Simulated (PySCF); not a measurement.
A structure optimised at PBE-D3(BJ)/def2-SVP, used in a PySCF frequency run:

```
C
H 1 1.1099
H 1 1.1116 2 108.21
C 1 1.4775 2 112.75 3 124.98
H 4 1.1034 1 117.94 2 36.24
C 4 1.4910 5 118.48 1 -166.61
H 6 1.1089 4 111.97 5 -31.87
H 6 1.1125 7 108.08 4 123.47
H 6 1.1197 7 106.22 8 113.08
Ge 1 2.0122 2 105.23 3 -112.67
H 10 1.5527 1 109.19 2 -61.18
H 10 1.5531 11 108.57 1 119.32
H 10 1.5574 11 109.08 12 118.59
```
Charge 0, spin multiplicity 2.

Question: Write its SMILES and formula.

Answer: C[CH][CH2][GeH3], C3H9Ge

Question: What are its rotational constants (standard atomic weights)?

Answer: 11.338, 1.9941, 1.8507 GHz
